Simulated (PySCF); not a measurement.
## Excitation energy of Tc+ by level of theory

Tc+ [Kr] 4d5 5s1 (7S) → Tc+ [Kr] 4d4 5s1 5p1 (high-spin determinant), as a difference of total energies. All numbers are calculated (PySCF 2.14, scalar relativity by spin-free X2C-1e, in x2c-TZVPPall (8s6p6d2f1g, 79 functions)). Correlated levels: valence and next inner shell: [Ar] 3d10 frozen. The calculations carry no spin-orbit coupling.

| method | excitation energy (eV) |
| --- | --- |
| UHF | 8.189 |
| MP2 (valence and next inner shell) | 8.930 |
| SCS-MP2 (valence and next inner shell) | 8.643 |
| CCSD (valence and next inner shell) | 8.731 |
| CCSD(T) (valence and next inner shell) | 8.754 |

**Question.** How much does correlation contribute at CCSD(T) (valence and next inner shell)?

**Answer.** 8.754 − (8.189) = 0.565 eV, measured against UHF.

The basis was made for the ground configuration and has no added diffuse functions, so the excitation energy can come out too high.

The determinant of the upper state mixes LS terms, which raises its energy above the lowest term, most at the Hartree-Fock and MP2 levels.
